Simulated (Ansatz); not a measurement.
Cost and result for the atomization energy of `O/C=N/[AsH2]` (8 atoms, 7 bonds).

Charge 0, multiplicity 1. Correlated methods include outer-core shells of As, which these sets cover unevenly. Scalar relativity is left out up to krypton. The structure was optimised at the PBE0-D4/def2-TZVP level. It is one conformer, not always the lowest. Program: Ansatz. All runs use 2 threads of an Intel Xeon 6975P-C on a shared host. Times are those of one run each, without the atoms' runs, and a repeat can differ threefold. Electronic energies, without spin–orbit coupling; frozen cores. CCSD(T)/CBS adds CCSD(T) − MP2 in def2-TZVPP to the MP2 limit, and its time is that of the two runs behind it. T1 = 0.014. With those shells the extrapolation isn't a true limit. B3LYP takes the VWN-RPA correlation (the form of Gaussian; ORCA's B3LYP/G). HSE06 is the plane-wave form, built on full-range PBE exchange.

CCSD(T)/CBS is a level of theory with its own doubt, some kJ/mol a heavy atom from the limit and from the frozen cores, so smaller differences don't rank the functionals.

| level | functions | wall time |
| --- | --- | --- |
| LDA (SPW92)/def2-TZVPP | 197 | 1 s |
| revPBE-D4/def2-TZVPP | 197 | 1.4 s |
| BLYP-D4/def2-TZVPP | 197 | 1.7 s |
| PBE-D4/def2-TZVPP (with forces) | 197 | 2 s |
| HSE06-D4/def2-TZVPP | 197 | 2.4 s |
| CAM-B3LYP-D4/def2-TZVPP | 197 | 2.7 s |
| B3LYP-D4/def2-TZVPP (with forces) | 197 | 3.1 s |
| CCSD(T)/def2-SVP | 94 | 4 s |
| B97M-V/def2-TZVPP | 197 | 4.9 s |
| ωB97X-V/def2-TZVPP | 197 | 6.5 s |
| MP2/def2-QZVPP | 380 | 17 s |
| CCSD(T)/def2-TZVPP | 197 | 43 s |
| CCSD(T)/CBS(def2) | – | 60 s |

(1) What atomization energy does each give, and how far from CCSD(T)/CBS? (Estimate.)

Answers

(1) The calculation gave: 
| level | atomization (kJ/mol) | difference from CCSD(T)/CBS | per bond |
| --- | --- | --- | --- |
| LDA (SPW92)/def2-TZVPP | 3276.0 | 537.1 | 76.7 |
| revPBE-D4/def2-TZVPP | 2766.0 | 27.1 | 3.9 |
| BLYP-D4/def2-TZVPP | 2804.3 | 65.4 | 9.3 |
| PBE-D4/def2-TZVPP (with forces) | 2855.5 | 116.6 | 16.7 |
| HSE06-D4/def2-TZVPP | 2749.2 | 10.3 | 1.5 |
| CAM-B3LYP-D4/def2-TZVPP | 2770.0 | 31.1 | 4.4 |
| B3LYP-D4/def2-TZVPP (with forces) | 2766.4 | 27.5 | 3.9 |
| CCSD(T)/def2-SVP | 2526.0 | -212.9 | -30.4 |
| B97M-V/def2-TZVPP | 2760.7 | 21.8 | 3.1 |
| ωB97X-V/def2-TZVPP | 2771.7 | 32.8 | 4.7 |
| MP2/def2-QZVPP | 2749.3 | 10.4 | 1.5 |
| CCSD(T)/def2-TZVPP | 2649.2 | -89.7 | -12.8 |
| CCSD(T)/CBS(def2) | 2738.9 | 0.0 | 0.0 |

From PBE to PBE0 (25 % exact exchange), in def2-TZVPP and without D4, the atomization energy moves by −105.8 kJ/mol: exact exchange takes away binding that semilocal exchange gives to molecules. The D4 term adds +23.3 kJ/mol with B3LYP and +12.0 kJ/mol with PBE0; it sums over pairs of atoms, weighted by their polarisabilities, and B3LYP, whose exchange is more repulsive, gets the larger term. At CCSD(T), def2-SVP lies −212.9 kJ/mol from the extrapolated value and def2-TZVPP −89.7 kJ/mol: correlation converges slowly with the basis, and small sets miss more of it in the bonded molecule than in its fragments.
